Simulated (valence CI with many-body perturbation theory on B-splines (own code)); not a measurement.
# Ba⁵¹⁺: electric-dipole lines

Computed by relativistic CI+MBPT: three valence electrons over a frozen Dirac-Fock core [He], radial functions for each j: 11 s, 11 p, 9 d, 7 f, 5 g, 2 h, 1 i, with the one-electron correlation potential Σ1, the two-electron term Σ2, the three-electron term Σ3, Breit, model QED; selected CI, second order for the rest (own B-spline code, finite nucleus).

The last digits are not significant, and no measured levels were compared; by estimate large intervals hold to a few tenths of a per cent, small ones and those within an open d or f shell to about a per cent.

Lines 101 to 150 of 283 in falling wavelength, among levels below 6641.1 eV, chosen from the strongest by gf and those to the six lowest levels. Wavelengths and rates use the calculated energies. Electric multipoles are in the length gauge, E1 and E2 with the static RPA response of the core. Weak lines are less certain than strong ones. Lines between different terms over intervals too small for the method are left out, as are lines whose strength nearly cancels. The highest levels of a list are the least certain.

Levels are named by their leading jj configuration (3d3/2^4 stands for four electrons in 3d with j = 3/2), which in mixed levels can hold well under half, so a name can repeat and another be missing. Letters in brackets count levels of one name in rising energy.

```tsv
λ vac (nm)	Upper	Lower	A (s⁻¹)	S (a.u.) with core polarisation	S without
1.210	(2p1/2 2p3/2^2) J=3/2	(2s 2p1/2^2) J=1/2	1.68e+10	5.89e-05	5.90e-05
1.209	(2p3/2^3) J=3/2	(2s 2p1/2 2p3/2) J=1/2	1.35e+10	4.70e-05	4.71e-05
1.172	(2s 2p3/2^2) J=3/2	(2s^2 2p1/2) J=1/2	2.00e+10	6.35e-05	6.37e-05
0.2425	(2s 2p1/2 3s) J=1/2 [a]	(2s 2p1/2 2p3/2) J=1/2	1.93e+12	2.71e-05	2.71e-05
0.2416	(2s 2p1/2 3s) J=3/2	(2s 2p1/2 2p3/2) J=1/2	1.36e+12	3.80e-05	3.79e-05
0.2406	(2s 2p1/2 3s) J=1/2 [b]	(2s 2p1/2 2p3/2) J=1/2	2.10e+13	2.88e-04	2.87e-04
0.2404	(2p1/2 2p3/2 3s) J=3/2 [b]	(2p1/2 2p3/2^2) J=5/2	4.10e+13	1.12e-03	1.12e-03
0.2393	(2s 2p3/2 3s) J=5/2	(2s 2p3/2^2) J=5/2	2.92e+13	1.19e-03	1.18e-03
0.2392	(2s 2p1/2 3s) J=3/2	(2s 2p1/2 2p3/2) J=5/2	4.50e+13	1.22e-03	1.21e-03
0.2385	(2s 2p1/2 3s) J=1/2 [a]	(2s 2p1/2 2p3/2) J=3/2 [a]	5.41e+13	7.25e-04	7.24e-04
0.2385	(2s 2p3/2 3s) J=3/2 [a]	(2s 2p3/2^2) J=5/2	4.66e+13	1.25e-03	1.25e-03
0.2384	(2s^2 3s) J=1/2	(2s^2 2p3/2) J=3/2	5.83e+13	7.79e-04	7.77e-04
0.2377	(2s 2p1/2 3s) J=3/2	(2s 2p1/2 2p3/2) J=3/2 [a]	3.67e+12	9.73e-05	9.70e-05
0.2368	(2s^2 3p3/2) J=3/2	(2s 2p1/2 2p3/2) J=5/2	1.59e+12	4.16e-05	4.15e-05
0.2367	(2s 2p1/2 3s) J=1/2 [b]	(2s 2p1/2 2p3/2) J=3/2 [a]	1.27e+12	1.66e-05	1.66e-05
0.2354	(2s^2 3p3/2) J=3/2	(2s 2p1/2 2p3/2) J=3/2 [a]	5.74e+11	1.48e-05	1.48e-05
0.2326	(2s 2p1/2 3d3/2) J=3/2 [a]	(2s 2p1/2 2p3/2) J=1/2	2.64e+12	6.56e-05	6.56e-05
0.2315	(2p1/2 2p3/2 3d5/2) J=3/2 [a]	(2p1/2 2p3/2^2) J=1/2	4.71e+13	1.15e-03	1.15e-03
0.2314	(2s 2p1/2 3d3/2) J=1/2	(2s 2p1/2 2p3/2) J=1/2	1.34e+13	1.64e-04	1.65e-04
0.2313	(2p1/2^2 3d3/2) J=3/2	(2p1/2^2 2p3/2) J=3/2	8.30e+13	2.03e-03	2.03e-03
0.2310	(2s 2p1/2 3d3/2) J=3/2 [b]	(2s 2p1/2 2p3/2) J=1/2	1.05e+12	2.55e-05	2.55e-05
0.2309	(2s 2p3/2 3d5/2) J=5/2 [a]	(2s 2p3/2^2) J=3/2	4.81e+13	1.75e-03	1.76e-03
0.2308	(2s 2p3/2 3d5/2) J=3/2 [a]	(2s 2p3/2^2) J=3/2	6.17e+13	1.50e-03	1.50e-03
0.2307	(2s 2p3/2 3d5/2) J=3/2 [a]	(2s 2p3/2^2) J=1/2	7.81e+13	1.89e-03	1.90e-03
0.2307	(2s 2p1/2 3d5/2) J=5/2 [a]	(2s 2p1/2 2p3/2) J=3/2 [b]	4.32e+13	1.57e-03	1.57e-03
0.2305	(2p1/2 2p3/2 3d3/2) J=3/2 [b]	(2p1/2 2p3/2^2) J=5/2	4.84e+13	1.17e-03	1.17e-03
0.2304	(2p1/2 2p3/2 3d5/2) J=3/2 [b]	(2p1/2 2p3/2^2) J=1/2	4.35e+14	1.05e-02	1.05e-02
0.2304	(2s 2p1/2 3d3/2) J=3/2 [a]	(2s 2p1/2 2p3/2) J=5/2	2.36e+12	5.69e-05	5.69e-05
0.2301	(2p1/2^2 3p1/2) J=1/2	(2s 2p1/2 2p3/2) J=1/2	2.52e+13	3.03e-04	3.03e-04
0.2299	(2s 2p3/2 3d5/2) J=1/2	(2s 2p3/2^2) J=1/2	5.06e+14	6.07e-03	6.08e-03
0.2297	(2p1/2 2p3/2 3d5/2) J=5/2 [a]	(2p1/2 2p3/2^2) J=5/2	1.48e+14	5.31e-03	5.32e-03
0.2294	(2s 2p1/2 3d3/2) J=5/2	(2s 2p1/2 2p3/2) J=5/2	8.39e+13	3.00e-03	3.00e-03
0.2294	(2p1/2^2 3d5/2) J=5/2	(2p1/2^2 2p3/2) J=3/2	4.49e+14	1.60e-02	1.61e-02
0.2294	(2s 2p1/2 3d5/2) J=5/2 [b]	(2s 2p1/2 2p3/2) J=3/2 [b]	3.78e+14	1.35e-02	1.35e-02
0.2294	(2s 2p1/2 3d5/2) J=3/2	(2s 2p1/2 2p3/2) J=3/2 [b]	8.02e+13	1.91e-03	1.91e-03
0.2293	(2s 2p3/2 3d3/2) J=3/2 [b]	(2s 2p3/2^2) J=3/2	1.50e+14	3.58e-03	3.58e-03
0.2293	(2s 2p1/2 3d5/2) J=3/2	(2s 2p1/2 2p3/2) J=1/2	3.69e+14	8.78e-03	8.78e-03
0.2293	(2s 2p3/2 3d3/2) J=5/2 [a]	(2s 2p3/2^2) J=5/2	3.16e+13	1.13e-03	1.13e-03
0.2293	(2s 2p3/2 3d3/2) J=3/2 [a]	(2s 2p3/2^2) J=5/2	5.07e+13	1.21e-03	1.21e-03
0.2293	(2s 2p3/2 3d3/2) J=3/2 [b]	(2s 2p3/2^2) J=1/2	1.37e+14	3.27e-03	3.27e-03
0.2292	(2s 2p3/2 3d3/2) J=1/2 [b]	(2s 2p3/2^2) J=3/2	8.60e+13	1.02e-03	1.02e-03
0.2291	(2p1/2 2p3/2 3d5/2) J=5/2 [b]	(2p1/2 2p3/2^2) J=5/2	2.48e+14	8.84e-03	8.85e-03
0.2290	(2s 2p1/2 3d3/2) J=3/2 [a]	(2s 2p1/2 2p3/2) J=3/2 [a]	3.99e+13	9.46e-04	9.47e-04
0.2289	(2p1/2 2p3/2 3d5/2) J=3/2 [a]	(2p1/2 2p3/2^2) J=3/2	3.14e+14	7.43e-03	7.44e-03
0.2289	(2p1/2 2p3/2 3d5/2) J=7/2 [b]	(2p1/2 2p3/2^2) J=5/2	7.49e+14	3.55e-02	3.55e-02
0.2289	(2p1/2 2p3/2 3d5/2) J=5/2 [a]	(2p1/2 2p3/2^2) J=3/2	3.16e+14	1.12e-02	1.12e-02
0.2288	(2s 2p1/2 3p1/2) J=1/2 [b]	(2s^2 2p3/2) J=3/2	1.08e+12	1.28e-05	1.28e-05
0.2288	(2s 2p1/2 3d3/2) J=3/2 [b]	(2s 2p1/2 2p3/2) J=5/2	1.98e+13	4.68e-04	4.68e-04
0.2287	(2p1/2 2p3/2 3d5/2) J=3/2 [b]	(2p1/2 2p3/2^2) J=5/2	5.54e+13	1.31e-03	1.31e-03
0.2284	(2s 2p1/2 3d5/2) J=5/2 [a]	(2s 2p1/2 2p3/2) J=5/2	2.24e+13	7.92e-04	7.92e-04
```
